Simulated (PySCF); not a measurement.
## Distorted geometries of Cs2O(H2O)2

Cs2O(H2O)2 (singlet; a saddle point, relaxed within its symmetry). PySCF 2.14.0, RKS PBE, Cs def2-SVP with ECP46, O def2-SVP, H def2-SVP; non-relativistic Hamiltonian with scalar-relativistic core potentials where named; density fitting; no spin-orbit coupling. Relaxed geometry:

```xyz
9

Cs    0.0000    0.0000    2.5194
Cs    0.0000    0.0000   -2.5194
O     0.0000    0.0000    0.0000
O     0.0000    0.0000    5.7624
H     0.7643    0.0000    6.3731
H    -0.7643    0.0000    6.3731
O     0.0000    0.0000   -5.7624
H     0.7643    0.0000   -6.3731
H    -0.7643    0.0000   -6.3731
```

Problem. Order these distorted geometries by energy above the relaxed one, lowest first.
A.
```xyz
9

Cs    0.0454   -0.0010    2.8024
Cs   -0.0474    0.0301   -2.1472
O    -0.2650    0.0139   -0.0174
O    -0.0308   -0.0063    5.4565
H     0.8778    0.0431    6.3877
H    -0.7627   -0.2322    6.3007
O     0.1744   -0.0432   -5.6631
H     0.5412    0.0824   -6.6242
H    -0.5329    0.1131   -6.4955
```
B.
```xyz
9

Cs    0.0246   -0.1315    2.5174
Cs    0.1813    0.1350   -2.3118
O     0.0492   -0.0841   -0.1216
O    -0.0896    0.1722    5.7272
H     0.7112   -0.0318    6.3628
H    -0.6439    0.0013    6.4805
O    -0.1276   -0.0151   -5.8667
H     0.5089   -0.0056   -6.4560
H    -0.6140   -0.0404   -6.3320
```
C.
```xyz
9

Cs    0.0879   -0.0228    2.4723
Cs   -0.1031   -0.0523   -2.4270
O     0.0204   -0.1192   -0.1522
O    -0.0942   -0.0319    5.6656
H     0.7420    0.1455    6.4623
H    -0.7429    0.0603    6.4659
O     0.1046    0.0102   -5.7724
H     0.8708    0.0580   -6.3584
H    -0.8856   -0.0479   -6.3561
```

Solution. C (1.49 eV), A (3.85 eV), B (6.21 eV).

Problem. Which forces (eV/Å) act in the one that lies 6.21 eV up?

Solution. 
```
Cs    0.00  -0.01  -0.30
Cs    0.20   0.32  -3.03
O    -0.20  -0.30   3.38
O     2.88  -0.48   1.24
H    -0.56   0.57  -2.07
H    -2.31  -0.10   0.79
O    29.21   1.65  35.65
H     7.22   0.16  -4.12
H   -36.44  -1.82 -31.53
```
Forces carry noise of the integration grid, about 0.01 to 0.03 eV/Å.

The gap of the closed shell is small, and it wasn't tested for a lower spin-broken solution at this geometry.
